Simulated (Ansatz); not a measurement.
The cluster Ge3H5. Total charge 0; doublet. Geometry PBE-D4/def2-SVPD, that of the charge -1 singlet; atoms count from 1.

```xyz
8

Ge    0.0224   -0.1267   -2.2984
Ge   -1.2175   -0.2463    1.9429
Ge    0.1291    0.4280    0.0509
H     0.1844    2.0203    0.1103
H     0.6582   -1.5900   -2.3086
H    -0.6620   -1.7172    2.2144
H    -0.4130    0.5340    3.0809
H     1.2985    0.6979   -2.7925
```

The charge 0 doublet is spin-contaminated (final ⟨S²⟩ up to 0.88, 0.75 for a pure state). The structure comes from a short search, and lower isomers may exist.

Problem. Estimate the Mulliken populations from the PBE0/def2-TZVPD orbitals of Ansatz.

Solution. 
| atom | charge (e) | spin (α − β) |
| --- | --- | --- |
| Ge1 | -0.33 | 0.60 |
| Ge2 | -0.33 | 0.60 |
| Ge3 | 0.03 | -0.24 |
| H4 | 0.12 | 0.00 |
| H5 | 0.13 | 0.02 |
| H6 | 0.13 | 0.02 |
| H7 | 0.12 | 0.00 |
| H8 | 0.12 | 0.00 |
Mulliken values and Mayer orders depend strongly on the basis. With diffuse functions, as here, like atoms can get unlike values, and bond orders can come out too low or too high.

Problem. Where does the spin sit?

Solution. Summed by element: Ge 0.96, H 0.04, of 1 unpaired in all. Largest on single atoms: Ge1 0.60, Ge2 0.60, Ge3 -0.24.

Problem. And the Mayer bond orders between bonded heavy atoms (over 0.3)?

Solution. Ge1–Ge3 1.07 (2.42 Å); Ge2–Ge3 1.07 (2.42 Å).
